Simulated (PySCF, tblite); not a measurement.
Isomers of C7H8O3, one GFN2-xTB conformer each. Single-point energies are computed at PBE0/pcSseg-1 (PySCF, gas phase, no added dispersion term), electronic only.

Question: Rank them by PBE0/pcSseg-1 energy, lowest first (kJ/mol).
A. `[CH3:1][O:2][C:3](=[O:4])[c:5]1[cH:6][cH:7][c:8]([CH3:9])[o:10]1` with C1–O2–C3–O4 0°, O2–C3–C5–C6 180°
B. `[O:1]=[C:2]1[O:3][CH:4]=[CH:5][C@@H:6]1[C@@H:7]1[CH2:8][C@@H:9]1[OH:10]` with C5–C6–C7–C8 -179°, C8–C9–O10–H 66°

Answer: A (0.0), B (119.2).

As drawn, the lower has an aromatic ring, which the higher lacks; the higher has a three-membered ring, an O–H bond and a C=C bond outside aromatic rings, which the lower lacks. GFN2-xTB itself gives, in the same order: 0.0, 107.6. Both levels put the same isomer lowest.

Which frontier levels, dipoles and rotational constants go with these structures?

```json
{"SMILES": "COC(=O)c1ccc(C)o1", "HOMO (eV, PBE0/pcSseg-1)": "-6.73", "LUMO (eV)": "-1.07", "dipole (D)": "2.65", "A, B, C (MHz)": "3190, 822.8, 659.5"}
{"SMILES": "O=C1OC=C[C@@H]1[C@@H]1C[C@@H]1O", "HOMO (eV, PBE0/pcSseg-1)": "-7.19", "LUMO (eV)": "-0.41", "dipole (D)": "3.40", "A, B, C (MHz)": "2592, 988.3, 812.9"}
```

What happens when harmonic zero-point energies from GFN2-xTB frequencies are added?

| SMILES | ZPE (kJ/mol) | electronic (kJ/mol) | with ZPE (kJ/mol) |
| --- | --- | --- | --- |
| COC(=O)c1ccc(C)o1 | 357.4 | 0.0 | 0.0 |
| O=C1OC=C[C@@H]1[C@@H]1C[C@@H]1O | 358.9 | 119.2 | 120.7 |

The zero-point energies span 1.5 kJ/mol. The order is unchanged.
